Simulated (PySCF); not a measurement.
Job for PySCF: R-B3LYP/3-21G on C2H7NO (a complex), monomers drawn apart or pushed together.

```python
from pyscf import gto, scf, dft, mp
from pyscf.data.elements import chemcore

mol = gto.M(
    atom='''
    C    -0.01887497    0.02546749   -0.10358059
    H     0.69670926    0.08019702    0.71586449
    H     0.51196124    0.02465682   -1.05456223
    H    -0.60206231   -0.89292528   -0.02499005
    H    -0.68415836    0.88923236   -0.07213916
    N    -1.09715450    0.05531233    3.04996941
    C     0.10935212    0.13225548    3.66215908
    O     1.17704986    0.16715236    3.09264980
    H    -1.14303012    0.02425430    2.04407065
    H    -1.94830908    0.03123581    3.58257311
    H     0.02211615    0.16071740    4.76385830
    ''',
    basis='3-21g',
    charge=0, spin=0, verbose=3, max_memory=1800)
mf = dft.RKS(mol, xc='b3lyp')
mf.conv_tol = 1e-8
mf.max_cycle = 100
mf.kernel()
if not mf.converged:
    mf = mf.newton().run(mf.mo_coeff, mf.mo_occ)
```

What total energy does the run end on?

-209.2543 hartree.
